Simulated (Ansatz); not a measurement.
Isolated molecules relaxed with PBE0-D4/def2-TZVP in Ansatz; ΔE leaves out vibrations. CCSD(T)/CBS adds triple-zeta CCSD(T) − MP2 to the extrapolated MP2 energy (def2 sets, frozen cores). Functionals use def2-TZVPP. Each species was taken in one conformer, which may not be the lowest.

Reaction (isomerisation): `C=N[SiH](O)[SiH3]` → `OC1[SiH2]N[SiH2]1`

| level | ΔE (kcal/mol) |
| --- | --- |
| B97M-V | 7.2 |
| HF/CBS(def2) | 12.1 |

(1) What does CCSD(T)/CBS give? (Estimate.)

Largest T1 diagnostic among the species: 0.013.

Results:

(1) Computed: +5.8 kcal/mol. The listed levels differ from it by 1.4, 6.3 kcal/mol.

From r2SCAN to r2SCAN0 (25 % exact exchange), in def2-TZVPP and without D4, ΔE moves by −2.1 kcal/mol. The D4 term adds −1.1 kcal/mol with B3LYP and −0.5 kcal/mol with PBE0; it sums over pairs of atoms, weighted by their polarisabilities, and B3LYP, whose exchange is more repulsive, gets the larger term. Leaving LDA and LC-ωPBE aside and taking each functional with its dispersion term where it has one, the values, not all of them listed here, spread over 9.3 kcal/mol, from PBE-QIDH to BLYP-D4. LDA lies −7.6 kcal/mol from PBE without D4.

CCSD(T)/CBS has its own doubt, a few kJ/mol and more with outer-core shells, so smaller differences from it don't rank the levels.

B3LYP here is the variant with VWN-RPA as its local correlation; programs differ in this.
